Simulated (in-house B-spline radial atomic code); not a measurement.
Ar⁶⁺: [Ne] 3s2

Method: Dirac-Kohn-Sham CAM-B3LYP, spherical fractional occupations, Fermi nucleus of rms radius 3.4274 fm. Calculated with a B-spline radial code for spherical atoms.

Z_r = [3n² - l(l+1)]/(2<r>); Z_e = n√(-2ε); the last column is Slater's effective charge. Values are occupation-weighted means over j.

```
shell  electrons   ε (eV)  <r> (bohr)    Z_r    Z_e  Slater
   1s          2  -3266.3     0.08568  17.51  15.49   17.70
   2s          2  -420.07      0.4104  14.62  11.11   13.85
   2p          6  -351.85      0.3725  13.42  10.17   13.85
   3s          2  -119.68       1.188  11.37   8.90    8.85
```

The least bound orbital is 3s1/2 at -119.7 eV, and it is also the most diffuse (<r> = 1.188 bohr).

Spin-orbit splittings of the orbital energies (j = l + 1/2 above j = l - 1/2 when positive): 2p 2.297 eV.

For the 1s electron the small component carries 0.412 % of the norm, the zero-frequency Breit interaction raises the level by 2.543 eV, self-energy by 1.158 eV, and vacuum polarisation lowers it by 0.08114 eV.

The density falls to 0.001 bohr⁻³ at 2.394 bohr; Σ<r²> = 4.6598 bohr² gives, by the non-relativistic formula and without the paramagnetism of open shells, a Langevin diamagnetic susceptibility of -3.691×10⁻⁶ cm³/mol.
